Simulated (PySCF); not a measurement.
1,1,1-trichloroethane (C₂H₃Cl₃), SMILES ClC(Cl)(C)Cl.

Geometry optimised at ωB97X-D3(BJ)/def2-SVP.

Two levels are set side by side: PBE/def2-TZVP (PySCF) and M06-2X/def2-TZVP (PySCF). Same geometry, gas phase. Differences are taken from unrounded values.

| quantity | M06-2X |
|---|---|
| orbital gap (eV) | 10.44 |
| highest occupied level (eV) | -10.07 |
| lowest empty level (eV) | 0.37 |
| dipole moment (D) | 1.83 |
| mean polarisability (bohr³) | 60.4 |

### Question
What does PBE give, and how far is it from M06-2X? (Estimate from the structure and the level; the computed values follow.)

### Answer

```json
[
 {"quantity": "orbital gap (eV)", "PBE": "5.44", "PBE minus M06-2X": "-5.00"},
 {"quantity": "highest occupied level (eV)", "PBE": "-7.23", "PBE minus M06-2X": "2.84"},
 {"quantity": "lowest empty level (eV)", "PBE": "-1.79", "PBE minus M06-2X": "-2.16"},
 {"quantity": "dipole moment (D)", "PBE": "1.72", "PBE minus M06-2X": "-0.10"},
 {"quantity": "mean polarisability (bohr³)", "PBE": "62.4", "PBE minus M06-2X": "2.0"}
]
```

Without exact exchange PBE keeps part of each electron's self-repulsion, which lifts occupied levels and narrows the gap. Loosely held outer electrons make PBE densities more polarisable. Differences between two approximate levels are no errors against the true value.

Rough cost on one machine, each run with all the roots and properties that it gave: M06-2X against PBE about 3 times.
